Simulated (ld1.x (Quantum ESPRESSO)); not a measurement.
u(r) = r·R(r): atom against pseudo-atom (silicon)

Columns: radius, all-electron u(r) and pseudo u(r) of the 3s shell (level -28.54 eV) of silicon in the configuration [Ne] 3s2 3p0; PBE, scalar-relativistic, TM scheme, ld1.x (Quantum ESPRESSO) 7.5.

```tsv
r (bohr)	all-electron	pseudo
0.095	0.1498	0.0267
0.190	-0.1208	0.0544
0.285	-0.3197	0.0843
0.380	-0.3806	0.1174
0.475	-0.3342	0.1551
0.570	-0.2226	0.1984
0.665	-0.0793	0.2482
0.760	0.0728	0.3052
0.855	0.2197	0.3691
0.950	0.3531	0.4386
1.045	0.4687	0.5109
1.140	0.5652	0.5821
1.235	0.6426	0.6476
1.330	0.7021	0.7030
1.425	0.7453	0.7453
1.520	0.7737	0.7737
1.615	0.7888	0.7888
1.710	0.7925	0.7925
1.805	0.7861	0.7861
1.900	0.7716	0.7716
1.995	0.7504	0.7504
2.090	0.7240	0.7240
2.185	0.6936	0.6936
2.280	0.6604	0.6604
2.375	0.6254	0.6254
2.470	0.5895	0.5895
```

Q: How many radial nodes do the two functions have?

A: The all-electron 3s function has n − l − 1 = 2; the pseudo-wave has 0, since the states of the same l below it are removed with the core.

Q: At about which radius was the pseudo-wave matched?

A: 1.55 bohr. The columns agree to 0.0005 from 1.43 bohr on; several derivatives are matched, so the curves merge somewhat inside the radius.

Q: Is the pseudo-wave norm-conserving?

A: Yes: the TM scheme keeps the norm inside the radius equal to the all-electron one, which fixes the energy derivative of the logarithmic derivative at the level.
